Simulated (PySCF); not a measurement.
Isomers of C2H11NSi2 and their computed core-level spectra.

Method: delta-SCF UKS SCAN, pcX-2 on the ionised atom, pcseg-1 elsewhere, spin-free X2C (PySCF 2.14.0). Geometries: PBE0-D3(BJ)/def2-SVP; isolated species, one conformer each.

Line lists (1s up to Mg, 2p3/2 beyond; areas count atoms within a level, one atom standing for each set equivalent by bonding):
1. C 1s: 290.07 (area 1), 290.21 (area 1) eV; N 1s: 404.60 eV; Si 2p3/2: 106.43 (area 1), 106.56 (area 1) eV
2. C 1s: 289.83 (area 1), 291.57 (area 1) eV; N 1s: 404.98 eV; Si 2p3/2: 106.61 eV
3. C 1s: 290.64 (area 1), 291.68 (area 1) eV; N 1s: 403.95 eV; Si 2p3/2: 106.91 eV

Structures:
A. `N[SiH2]CC[SiH3]`
B. `CCN([SiH3])[SiH3]`
C. `NCC([SiH3])[SiH3]`

Q: Which list belongs to which compound?

A: 
- 1 = A: no other candidate has these counts of sites. C 1s: 290.07 sp3 carbon bound to silicon, 290.21 sp3 carbon bound to silicon; N 1s: 404.60 silicon-bound nitrogen; Si 2p3/2: 106.43 SiH3 silicon, 106.56 SiH2 silicon.
- 2 = C: another candidate has the same counts of sites, so positions decide. C 1s: 289.83 sp3 carbon bound to silicon, 291.57 sp3 carbon bound to nitrogen; N 1s: 404.98 primary amine nitrogen; Si 2p3/2: 106.61 SiH3 silicon (×2).
- 3 = B: another candidate has the same counts of sites, so positions decide. C 1s: 290.64 methyl carbon, 291.68 sp3 carbon bound to nitrogen; N 1s: 403.95 nitrogen bridging silicon atoms; Si 2p3/2: 106.91 SiH3 silicon (×2).

For 2p shells one spin-free hole was relaxed; a mean-field spin–orbit operator and the ground-state splitting of the three 2p orbitals were then diagonalised within the shell. The shell's mean is (2 × 2p3/2 + 2p1/2)/3, and the degeneracies 2j + 1 give areas of 2:1.
